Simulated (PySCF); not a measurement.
Ligand exchange on a metal centre used in film growth or etching (Ti F-NH2). All species are isolated molecules in the gas phase. One relaxed conformer stands for each flexible species; it need not be the lowest.

Level of theory: TPSSh-D3(BJ)/def2-TZVP // r2SCAN-D4/def2-SVP in PySCF. All candidates: neutral, multiplicity 1. 

- LUMO: -2.99 eV
- HOMO: -7.70 eV
- HOMO–LUMO gap: 4.71 eV

Name which member has these values.
A) [Ti(F)2(NH2)2]
B) [Ti(F)3(NH2)]
C) [Ti(F)4]
D) [Ti(F)(NH2)3]

B, [Ti(F)3(NH2)]. The others give [Ti(F)2(NH2)2]: -2.14 eV, -6.93 eV, 4.79 eV; [Ti(F)(NH2)3]: -1.51 eV, -6.42 eV, 4.91 eV; [Ti(F)4]: -3.60 eV, -11.39 eV, 7.79 eV
